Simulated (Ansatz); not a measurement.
Single points on the cluster Ca2Se2.

```yaml
crystal:
  periodic: [false, false, false]
  atoms:
    - {symbol: Ca, position_ang: [1.496980, 0.295669, -0.688751]}
    - {symbol: Ca, position_ang: [-1.496580, -0.296736, 0.689108]}
    - {symbol: Se, position_ang: [0.648009, 0.845874, 1.771650]}
    - {symbol: Se, position_ang: [-0.648399, -0.844807, -1.772018]}
basis:
  gaussian: {orbitals: def2-SVP, initial_orbitals: start.molden}
hamiltonian: {xc: pbe0, dispersion: d4}
scf: {omitted_lower_state_checks: [starts]}
output: {orbitals: {seedname: orbitals}}
```

The file start.molden holds the orbitals of an earlier run on this structure, at another level or in another basis.

```sh
$ ansatz run in.yaml --threads 4 --pin off --events-out ev --progress --plain --max-ram 4787MiB
```

Output, abridged:

```
Functional definition: PBE0
1162 factors; integrals over basis functions are off by at most 4.7e-4 eV
mean field evaluation 1: about -167535.2662 eV, gradient 6.4e0 eV
mean field evaluation 2: about -167535.3099 eV, gradient 5.6e-2 eV
mean field evaluation 4: about -167535.3746 eV, gradient 4.4e-4 eV
mean field -167535.37464679 eV, -6156.8114587140 hartree, gradient 2.1e-5 eV, S^2 0.000000; 0 other end points of the search recorded, 0 dependent functions left out
reference -167535.37470602 eV, -6156.8114608905 hartree; 54, 54 occupied and 58, 58 virtual orbitals, 1162 factors
Total energy: -167535.51934131 eV, -6156.8167761394 hartree
Checks for a lower state left out: starts
```

Hardware: 4 threads of Arm Neoverse V1 on a shared host. Wall time 2.5 s.

Geometry: PBE0-D4/def2-SVP.

The structure comes from a short search, and lower isomers may exist.
